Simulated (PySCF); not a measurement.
Dipole response of Co³⁺ (cobalt, charge +3)

[Ar] 3d6, high-spin 5D determinant. All numbers are calculated (PySCF 2.14, no relativity, point nucleus, in aug-cc-pVTZ (8s7p5d3f2g, 93 functions)). Coupled (time-dependent) response in atomic units; α is the mean over directions.

| method | mean α (bohr³) | α xx, yy, zz | C₆ (like pair) | S(−4) |
| --- | --- | --- | --- | --- |
| UHF | 1.588 | 1.648, 1.648, 1.469 | 3.774 | 0.7370 |
| PBE | 1.858 | 1.935, 1.935, 1.704 | 4.482 | 1.231 |
| PBE0 | 1.765 | 1.836, 1.836, 1.623 | 4.239 | 1.039 |

S(−4) is the Cauchy moment in α(ω) = α(0) + S(−4) ω² + …

α(iu) at PBE:

| u (hartree) | α(iu) (bohr³) |
| --- | --- |
| 0 | 1.858 |
| 0.0500 | 1.855 |
| 0.100 | 1.845 |
| 0.200 | 1.811 |
| 0.300 | 1.758 |
| 0.500 | 1.623 |
| 0.750 | 1.442 |
| 1.00 | 1.276 |
| 1.50 | 1.009 |
| 2.00 | 0.8118 |
| 3.00 | 0.5522 |
| 5.00 | 0.2978 |

A single London oscillator, α(iu) = α/(1 + u²/ω²), gives C₆ = (3/4) ω α². Matching the computed C₆ needs ω = 4 × 4.482 / (3 × 1.858²) = 1.73 hartree.

For an ion, C₆ is the dispersion term alone; charge-induced terms of lower order in 1/R come first.

The components differ because the open shell of this determinant is not spherical; for a pure term their mean is the scalar polarisability.
